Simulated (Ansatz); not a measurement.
A structure relaxed at B3LYP-D4/def2-SVP in Ansatz, charge 0, singlet:

| atom | x (Å) | y (Å) | z (Å) |
| --- | --- | --- | --- |
| Sn1 | -0.2209 | 2.0445 | 0.7675 |
| Sn2 | -0.5187 | -0.6913 | -2.0177 |
| O3 | 0.1027 | -1.9031 | -0.4702 |
| O4 | 1.1668 | -0.6563 | 1.1372 |
| O5 | 0.6713 | 0.4858 | 1.7796 |
| O6 | 0.1053 | 1.3013 | -1.2649 |
| O7 | 0.0231 | -1.5225 | 0.8757 |
| O8 | -1.3297 | 0.9416 | -0.8073 |

Question: Give its formula and point group.

Answer: Sn2O6. Point group C2 (tolerance 0.1 Å).

Question: Summarise the bond lengths by kind (pairs closer than 1.2 times the sum of covalent radii, bridged metal pairs left out).

Answer: 6 × O–Sn 2.06 to 2.22 Å; 4 × O–O 1.40 to 1.55 Å.

In the def2 sets Sn takes a core potential; there is no spin–orbit coupling. The structure holds 4 bonds between oxygen atoms, so isomers without such links may lie far lower. The restricted singlet is unstable towards broken spin symmetry in Hartree–Fock (as tested in another run); at B3LYP-D4/def2-SVP this wasn't settled. Another isomer (singlet) lies 0.96 eV lower at PBE0-D4/def2-TZVP; other spin states weren't run for this one.
